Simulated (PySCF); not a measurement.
A set of runs on `C(C1=C(CC1)F)F`; the geometry of each is named by its level. Settings lines and outputs come from a driver script.

Species: C₅H₆F₂.
Atom-mapped SMILES: `[F:1][CH2:2][C:3]1=[C:4]([F:5])[CH2:6][CH2:7]1` (hydrogens: H8, H9 on C2; H10, H11 on C6; H12, H13 on C7)

Step 1: PBE0-D3(BJ)/def2-SVP geometry optimisation, gas phase (PySCF 2.14.0) (from the GFN2-xTB geometry)
```json
{"job": {"xc": "PBE0", "basis": "def2-SVP", "d3": "d3bj", "grid": 1, "shake": 0.01, "kind": "geom"}, "charge": 0, "multiplicity": 1}
```
```
step   0  E = -393.05462883  max force = 0.071294
step   1  E = -393.05935319  max force = 0.023621
step   2  E = -393.05997135  max force = 0.015233
step   3  E = -393.06084597  max force = 0.001305
...
step   8  E = -393.06097866  max force = 0.000935
step   9  E = -393.06099037  max force = 0.000926
step  10  E = -393.06100181  max force = 0.000578
step  11  E = -393.06100608  max force = 0.000344
optimisation converged
```

Final energy -393.06101 Eh after 11 steps; dipole 1.77 D. Energies in Eh; «max force» is the largest Cartesian gradient component in Eh/bohr.

Time: 2.9 min wall; peak memory 0.51 GiB. Hardware: Intel Xeon at 2.50 GHz, one thread, shared host with 64 logical CPUs at a one-minute load of 55.

Step 2: TDDFT PBE0/def2-SVPD, vertical, gas phase, core orbitals frozen in the response (PySCF 2.14.0, density-fitted response routines) (on the PBE0-D3(BJ)/def2-SVP geometry)
```json
{"job": {"kind": "uv", "xc": "PBE0", "basis": "def2-SVPD", "dynamic": true, "nstates": 6, "ntriplets": 0}, "charge": 0, "multiplicity": 1}
```
```
...
Static polarisability (au): isotropic 59.861, principal 47.465 59.772 72.345
Singlet excitations
state   eV       nm        f      main configurations
  1   6.7241    184.4   0.08635   H->L+1 0.65, H->L 0.33
  2   6.8096    182.1   0.18323   H->L 0.58, H->L+1 0.32
  3   7.3588    168.5   0.03084   H->L+2 0.97
  4   7.5179    164.9   0.01077   H->L+3 0.96
  5   7.7958    159.0   0.00239   H-1->L 0.94
  6   8.1396    152.3   0.00451   H-2->L 0.76, H->L+4 0.14
```

HOMO -7.31 eV, LUMO 0.02 eV; lowest singlet 6.72 eV; mean polarisability 59.9 au.

On Intel Xeon at 2.50 GHz, one thread, on a shared host, this took 68 s and 0.84 GiB of memory at its peak.

Step 3: core-valence-separated TDA BHandHLYP/aug-pcX-1 H:pcseg-1, K edges, non-relativistic, gas phase (PySCF 2.14.0, density-fitted response routines) (on the PBE0-D3(BJ)/def2-SVP geometry)
```json
{"job": {"kind": "xas", "xc": "BHandHLYP", "basis": {"default": "aug-pcX-1", "H": "pcseg-1"}}, "charge": 0, "multiplicity": 1}
```
```
...
C K edge
   eV          f      from atoms
  283.267   0.05395   C2
  284.922   0.07164   C3
  286.000   0.00655   C5
  286.091   0.01475   C6 C5
  286.100   0.00871   C5 C6
  286.234   0.00293   C6
  286.581   0.02208   C6
  286.594   0.04782   C1
  286.614   0.00429   C2
  286.745   0.02444   C5
  286.851   0.01803   C6
  286.862   0.01762   C5
  286.923   0.00964   C2
  287.193   0.00377   C2
  287.239   0.00611   C6
  287.274   0.00207   C2
  287.320   0.00825   C5
  287.676   0.00841   C2
  287.799   0.01058   C6
  287.866   0.01415   C5
...
```

Lowest C 1s excitation 283.3 eV; lowest F 1s excitation 684.7 eV; the energies are raw, with no shift to experiment and no relativistic term. The log counts atoms from 0, this text from 1.

Hardware: Intel Xeon at 2.50 GHz, one thread, on a shared host. Cost: 66 s wall, 0.99 GiB resident at most.

Geometry of the electronic-property runs (PBE0-D3(BJ)/def2-SVP):
```
atom  x, y, z in Å
F1     1.995   -0.631    1.676
C2     1.848   -0.309    0.344
C3     0.439    0.012    0.031
C4    -0.229    1.068   -0.450
F5     0.144    2.265   -0.853
C6    -1.594    0.464   -0.408
C7    -0.845   -0.783    0.162
H8     2.191   -1.175   -0.250
H9     2.497    0.551    0.110
H10   -2.085    0.310   -1.382
H11   -2.307    0.943    0.282
H12   -0.914   -1.682   -0.472
H13   -1.122   -1.044    1.195
```

One conformer stands for the species.
